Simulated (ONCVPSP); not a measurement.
Sb, ONCV: configuration errors across variants

ONCVPSP 4.0.1 input, shortened (lines: element, Z, core and valence counts, functional; n l f; lmax; l rc ep ncon nbas qcut; lloc lpopt rc5 dvloc0; l nproj debl; icmod fcfact rcfact), PBE, scalar-relativistic:

```
  Sb 51.00    6    5        4      upf
    1    0    2.00
    2    0    2.00
    2    1    6.00
    3    0    2.00
    3    1    6.00
    3    2   10.00
    4    0    2.00
    4    1    6.00
    4    2   10.00
    5    0    2.00
    5    1    2.00
    2
    0    1.25    0.00    3    8   11.50
    1    1.45    0.00    4    8    7.60
    2    1.10    0.00    4    7    7.90
    4    5    0.75    2.00
    0    2    3.20
    1    2    0.70
    2    2    2.60
    3    3.75    1.70
```

All-electron excitation energies from the reference (eV): (1) 4s2 4p6 4d10 5s2 5p3 -8.317; (2) 4s2 4p6 4d10 5s2 5p1 15.968; (3) 4s2 4p6 4d10 5s2 5p0 40.382; (4) 4s2 4p6 4d10 5s1 5p0 84.676.

2 further variants failed, have other tests or too few solved ones, and are left out.

Errors AE − PS in meV (a dash: test not solved or not reliable):

```csv
change,(1),(2),(3),(4),bound ghosts,GHOST(+) flags above zero
base,+1.7,-3.8,-11,-24,none,s
"local potential polynomial inside 0.75 bohr (lpopt 5, dvloc0 9 Ha)",+1.7,-3.8,-11,-24,none,s
"core correction Teter function, fcfact 3.5, rcfact 1",+1.7,-3.8,-10,-22,none,s
"core correction Teter function, fcfact 3.75, rcfact 1.3",+1.7,-3.8,-11,-22,none,s
"p: ncon 5, nbas 9",+1.7,-3.8,-11,-23,none,s
s: qcut 7.4; p: qcut 4.9; d: qcut 5.1,+1.8,-3.6,-9.3,-26,none,"s, p, d"
"local potential polynomial inside 0.90 bohr (lpopt 1, dvloc0 0 Ha)",+1.7,-3.8,-11,-23,none,"s, d"
```

Task: Give the same row for: d: nproj 1.

Result: +1.7, -3.8, -11, -23; bound ghosts: none; GHOST(+) flags above zero: s.
